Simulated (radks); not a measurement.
Charge is removed step by step from the 1s1/2 level of the platinum ion Pt70+, starting from [He] 2s2 2p4. All-electron calculation, Dirac Kohn-Sham, PBE, spin-unpolarised, spherical densities, point nucleus; open shells fill j = l - 1/2 first. Program: a radial shooting solver on a logarithmic mesh with Libxc functionals.

| removed (e) | E - E(0) (eV) | eigenvalue (eV) | E minus straight line (eV) |
|---|---|---|---|
| 0 | 0.000 | -85605 | 0.000 |
| 0.125 | 10711.2 | -85774 | -73.425 |
| 0.25 | 21444 | -85943 | -125.752 |
| 0.375 | 32197 | -86111 | -157.029 |
| 0.5 | 42971 | -86279 | -167.313 |
| 0.625 | 53767 | -86446 | -156.669 |
| 0.75 | 64583 | -86612 | -125.174 |
| 0.875 | 75420 | -86778 | -72.916 |
| 1 | 86277 | -86943 | 0.000 |

Removing the whole electron costs 86277 eV by Delta-SCF, against 85605 eV from minus the eigenvalue at the starting occupation. Slater's transition state (half an electron removed) gives 86279 eV. Integrating minus the eigenvalue over the occupation (Janak's theorem) gives 86277 eV. The mean slope of the eigenvalue, de/dn, is 1340 eV per electron.
